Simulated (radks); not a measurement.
Isoelectronic series with 5 electrons, all held in the configuration [He] 2s2 2p1, which need not be the ground one along the series. Calculated with a radial shooting solver on a logarithmic mesh with Libxc functionals: non-relativistic Kohn-Sham, BLYP, spin-polarised, spherical densities, point nucleus; open shells are filled with parallel spins first. Total energies (hartree) and orbital eigenvalues (eV) (* marks an orbital that is empty in some or all of the ions):

| ion | E (hartree) | 2p down* | 2p up | 2s down | 2s up |
|---|---|---|---|---|---|
| B | -24.64575 | -2.9501 | -3.8822 | -8.6041 | -9.7052 |
| C+ | -37.41826 | -16.0283 | -17.6807 | -24.6010 | -26.3366 |
| N2+ | -52.94775 | -36.2144 | -38.5664 | -47.6788 | -50.0155 |
| O3+ | -71.23032 | -63.3305 | -66.3749 | -77.6726 | -80.5935 |
| F4+ | -92.26453 | -97.3188 | -101.0508 | -114.5300 | -118.0233 |
| Ne5+ | -116.04971 | -138.1529 | -142.5689 | -158.2272 | -162.2842 |
| Mg7+ | -171.87171 | -240.3064 | -246.0823 | -266.0960 | -271.2613 |
| Al8+ | -203.90822 | -301.6120 | -308.0646 | -330.2557 | -335.9677 |
| Si9+ | -238.69493 | -369.7314 | -376.8591 | -401.2275 | -407.4825 |
| P10+ | -276.23180 | -444.6621 | -452.4634 | -479.0095 | -485.8043 |
| S11+ | -316.51880 | -526.4025 | -534.8761 | -563.6002 | -570.9319 |
| Cl12+ | -359.55589 | -614.9510 | -624.0959 | -654.9983 | -662.8646 |
| Ar13+ | -405.34307 | -710.3069 | -720.1219 | -753.2031 | -761.6018 |
| K14+ | -453.88030 | -812.4692 | -822.9536 | -858.2139 | -867.1433 |
| Ca15+ | -505.16759 | -921.4374 | -932.5905 | -970.0303 | -979.4886 |
| Sc16+ | -559.20492 | -1037.211 | -1049.032 | -1088.652 | -1098.638 |
| Ti17+ | -615.99228 | -1159.790 | -1172.278 | -1214.078 | -1224.590 |
| V18+ | -675.52968 | -1289.173 | -1302.328 | -1346.309 | -1357.346 |
| Cr19+ | -737.81711 | -1425.361 | -1439.183 | -1485.344 | -1496.905 |
| Mn20+ | -802.85456 | -1568.353 | -1582.841 | -1631.184 | -1643.268 |
| Fe21+ | -870.64203 | -1718.150 | -1733.302 | -1783.827 | -1796.433 |
